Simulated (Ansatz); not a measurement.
The cluster In3⁻. The state is a triplet with charge -1. Geometry PBE-D4/def2-SVPD; atoms count from 1.

| atom | x (Å) | y (Å) | z (Å) |
| --- | --- | --- | --- |
| In1 | -0.136 | -0.594 | 1.711 |
| In2 | 1.505 | 0.216 | -0.998 |
| In3 | -1.368 | 0.378 | -0.713 |

In the def2 sets In takes a core potential; there is no spin–orbit coupling. The charge -1 triplet is spin-contaminated (final ⟨S²⟩ up to 2.46, 2.00 for a pure state). At PBE0-D4/def2-TZVPD a quintet of charge -1 lies 0.06 eV below the triplet, each at its own geometry. The structure comes from a short search, and lower isomers may exist.

**Question.** Estimate the Mulliken populations from the PBE0/def2-TZVPD orbitals of Ansatz.

**Answer.** 
| atom | charge (e) | spin (α − β) |
| --- | --- | --- |
| In1 | -0.29 | 0.34 |
| In2 | -0.29 | 0.34 |
| In3 | -0.43 | 1.32 |
Mulliken values depend strongly on the basis. With diffuse functions, as here, like atoms can get unlike values, and bond orders can come out too low or too high.

**Question.** Where does the spin sit?

**Answer.** Summed by element: In 2.00, of 2 unpaired in all. Largest on single atoms: In3 1.32, In1 0.34, In2 0.34.

**Question.** And the Mayer bond orders between heavy atoms (over 0.3)?

**Answer.** In1–In2 0.73 (3.27 Å); In1–In3 1.00 (2.89 Å); In2–In3 1.00 (2.89 Å).
